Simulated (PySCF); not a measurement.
First SCF of a structure search on triplet MoBr₂, at a hand-made bent geometry. PySCF input:

```python
from pyscf import gto, scf, dft
mol = gto.M(atom='''
Mo     0.000000     0.000000     0.000000
Br     2.064300     0.000000     1.445400
Br    -2.064300     0.000000     1.445400''',
    basis={'Mo': 'def2-TZVP', 'Br': 'def2-TZVP'},
    ecp={'Mo': 'def2-TZVP'},
    charge=0, spin=2)
mf = dft.UKS(mol, xc='PBE')
mf.grids.atom_grid = (50, 194)
aux = {'Mo': 'def2-universal-JKFIT', 'Br': 'def2-universal-JKFIT'}
mf = mf.density_fit(auxbasis=aux)
mf.conv_tol = 1e-08
mf.diis_space = 10
mf.max_cycle = 60
mf.init_guess = 'minao'
mf.verbose = 4
mf.kernel()
```

Excerpt of the output (cycles alone):

```
init E= -5207.43609365323
cycle= 1 E= -5215.25494334841  delta_E= -7.82  |g|= 1.07  |ddm|= 2.77
cycle= 2 E= -5211.07619998719  delta_E= 4.18  |g|= 2.06  |ddm|= 5.63
cycle= 3 E= -5213.32007537126  delta_E= -2.24  |g|= 2.21  |ddm|= 5.82
cycle= 4 E= -5211.08129958067  delta_E= 2.24  |g|= 2.88  |ddm|= 0.633
cycle= 5 E= -5210.23185811475  delta_E= 0.849  |g|= 3.04  |ddm|= 0.25
cycle= 6 E= -5213.17351581714  delta_E= -2.94  |g|= 2.26  |ddm|= 0.794
cycle= 7 E= -5213.21434700973  delta_E= -0.0408  |g|= 2.25  |ddm|= 0.0197
cycle= 8 E= -5213.05376525509  delta_E= 0.161  |g|= 2.32  |ddm|= 0.0798
cycle= 9 E= -5213.04179248522  delta_E= 0.012  |g|= 2.32  |ddm|= 0.0105
cycle= 10 E= -5213.00541862488  delta_E= 0.0364  |g|= 2.34  |ddm|= 0.0315
cycle= 11 E= -5213.45571695184  delta_E= -0.45  |g|= 2.17  |ddm|= 0.214
cycle= 12 E= -5214.29188557708  delta_E= -0.836  |g|= 1.72  |ddm|= 0.598
cycle= 13 E= -5212.44282521257  delta_E= 1.85  |g|=  1.8  |ddm|= 4.58
cycle= 14 E= -5215.07428699902  delta_E= -2.63  |g|= 1.15  |ddm|= 4.48
cycle= 15 E= -5215.08346323797  delta_E= -0.00918  |g|= 1.08  |ddm|= 1.12
cycle= 16 E= -5215.75556374134  delta_E= -0.672  |g|= 0.202  |ddm|= 1.06
cycle= 17 E= -5215.77896634154  delta_E= -0.0234  |g|= 0.0636  |ddm|= 0.261
cycle= 18 E= -5215.7816238769  delta_E= -0.00266  |g|= 0.0282  |ddm|= 0.122
cycle= 19 E= -5215.7821902745  delta_E= -0.000566  |g|= 0.0092  |ddm|= 0.0479
cycle= 20 E= -5215.782291261  delta_E= -0.000101  |g|= 0.00401  |ddm|= 0.0229
cycle= 21 E= -5215.78234722211  delta_E= -5.6e-05  |g|= 0.00267  |ddm|= 0.0207
cycle= 22 E= -5215.78238282414  delta_E= -3.56e-05  |g|= 0.00151  |ddm|= 0.0242
cycle= 23 E= -5215.78238935122  delta_E= -6.53e-06  |g|= 0.000698  |ddm|= 0.012
cycle= 24 E= -5215.78238992243  delta_E= -5.71e-07  |g|= 0.000273  |ddm|= 0.00279
cycle= 25 E= -5215.78238997018  delta_E= -4.78e-08  |g|= 0.000158  |ddm|= 0.00078
cycle= 26 E= -5215.78238999244  delta_E= -2.23e-08  |g|= 3.21e-05  |ddm|= 0.000298
cycle= 27 E= -5215.78238999406  delta_E= -1.62e-09  |g|= 1.02e-05  |ddm|= 0.000193
Extra cycle  E= -5215.78238999389  delta_E= 1.69e-10  |g|= 1.91e-05  |ddm|= 3.56e-05
converged SCF energy = -5215.78238999389  <S^2> = 3.0111084  2S+1 = 3.6117079
```

This is not the lowest solution: another start and a stability analysis within the same unrestricted form found one 8.7 kJ/mol lower, at -5215.78569 Eh.

Other spin states or occupations of the open shell can lie lower.

The search for the lowest solution, 3 starts and the stability check together, took 27 s on 4 threads of a shared Arm Neoverse V2 host, with 136 basis functions; the process peaked at 0.53 GiB. Launch command: `OMP_NUM_THREADS=4 python axn.py task.json out`.
